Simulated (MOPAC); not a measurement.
MOPAC input (PM7):

```
PM7 1SCF CHARGE=1 GEO-OK AUX(PRECISION=9) THREADS=1
F2Sb

Sb    0.28375404 1    0.11655380 1    0.10060683 1
F    -0.91931721 1    0.71699329 1   -1.17294688 1
F    -0.68862232 1   -1.37746481 1    0.60284152 1
```

From the last part of the output:

```
                                                       MOPAC v23.2.5 Linux

          FINAL HEAT OF FORMATION =        107.20776 KCAL/MOL =     448.55726 KJ/MOL

          COSMO AREA              =         94.87 SQUARE ANGSTROMS
          COSMO VOLUME            =         82.39 CUBIC ANGSTROMS

          IONIZATION POTENTIAL    =         18.672135 EV
          HOMO LUMO ENERGIES (EV) =        -18.672 -8.445
          NO. OF FILLED LEVELS    =          9
          MOLECULAR WEIGHT        =        159.7468         POINT GROUP:  C2v

          MOLECULAR DIMENSIONS (Angstroms)

            Atom       Atom       Distance
            F     3    F     2     2.75561
           Sb     1    F     2     1.23754
            F     2   Sb     1     0.00000

          SCF CALCULATIONS        =          1

   ATOM   CHEMICAL          X               Y               Z
  NUMBER   SYMBOL      (ANGSTROMS)     (ANGSTROMS)     (ANGSTROMS)

     1      Sb          0.28375404  *   0.11655380  *   0.10060683  *
     2       F         -0.91931721  *   0.71699329  *  -1.17294688  *
     3       F         -0.68862232  *  -1.37746481  *   0.60284152  *

                             CARTESIAN COORDINATES

   1   Sb        0.283754040     0.116553800     0.100606830
   2    F       -0.919317210     0.716993290    -1.172946880
   3    F       -0.688622320    -1.377464810     0.602841520

           Empirical Formula: Sb F2  =     3 atoms

      MOLECULAR POINT GROUP   :   C2v

                  EIGENVALUES
 -46.24188 -45.93077 -27.27793 -22.01129 -21.76211 -21.74554 -21.20849 -20.70461
 -18.67214  -8.44464  -6.55038  -6.52390  15.33524  15.36624  15.50201  16.36021
  17.08494

              NET ATOMIC CHARGES AND DIPOLE CONTRIBUTIONS

  ATOM NO.   TYPE          CHARGE      No. of ELECS.   s-Pop       p-Pop       d-Pop
    1         Sb           1.958244        3.0418     1.96252     0.92917     0.15007
    2          F          -0.479123        7.4791     1.93066     5.54846
    3          F          -0.479121        7.4791     1.93066     5.54846
 DIPOLE           X         Y         Z       TOTAL
 POINT-CHG.     6.249     2.567     2.216     7.110
 HYBRID        -0.616    -0.253    -0.219     0.701
 SUM            5.633     2.314     1.997     6.409

          ATOMIC ORBITAL ELECTRON POPULATIONS

     Atom    s        px        py        pz      x^2-y^2     xz        z^2       yz        xy
    1 Sb   1.96252   0.37486   0.29824   0.25606   0.03076   0.02821   0.02720   0.03155   0.03234
    2  F   1.93066   1.83582   1.90359   1.80905
    3  F   1.93066   1.87092   1.77268   1.90486

 **********************
 *                    *
 * JOB ENDED NORMALLY *
 *                    *
 **********************

 == MOPAC DONE ==
```

The dipole moment of an ion depends on the origin.
